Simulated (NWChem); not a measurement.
# GeI2, singlet; SMILES [Ge]([I])[I]

Computed with NWChem. Low-valent species are run as closed-shell singlets; no triplet was tried in these runs. All runs use the structure optimised with PBE0/def2-SVP. No frequency run checked for a minimum. def2 effective core potentials on I; no spin-orbit coupling.

Diagonal of the polarisability tensor at PBE0/def2-SVPD, static: 154.59, 77.22, 102.34 bohr³.

Q: Find the mean polarisability volume, the molar refraction, and the refractive index that an ideal gas of it would have at 273.15 K and 1 atm.

A: 
1. Mean: one third of the trace = 111.38 bohr³ × 0.14818 Å³/bohr³ = 16.51 Å³.
2. Molar refraction (Lorentz-Lorenz): (4π/3) N_A α = 41.6 cm³/mol.
3. Number density p/kT = 2.687 × 10⁻⁵ Å⁻³; n − 1 = 2π N α = 27.86 × 10⁻⁴.
4. These hold the electronic response alone: vibrational and orientational terms add to the static dielectric constant.
